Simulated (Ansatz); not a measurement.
This Ansatz (a program for electronic structure) input (PBE0/jun-cc-pV(T+d)Z) gives -0.50104 Eh with 14 basis functions. A basis named .json is the Basis Set Exchange file of that set (core-valence sets with the plain set on hydrogen).

Ansatz 0.2 input:
```yaml
crystal:
  periodic: [false, false, false]
  atoms:
    - {symbol: H, position_ang: [0.00000000, 0.00000000, 0.00000000]}
basis:
  gaussian:
    orbitals: jun-cc-pV_T+d_Z.json
hamiltonian:
  xc: {name: PBE0}
magnetization: {spin_polarized: true, initial_magnetization: 1}
scf: {lower_state_search: full}
```

Change:
```diff
- orbitals: jun-cc-pV_T+d_Z.json
+ orbitals: 6-31+G_.json
```

Problem. What does the run give now?

Solution. -0.49911 Eh (PBE0/6-31+G*, 2 functions), a change of +1.93 mEh.
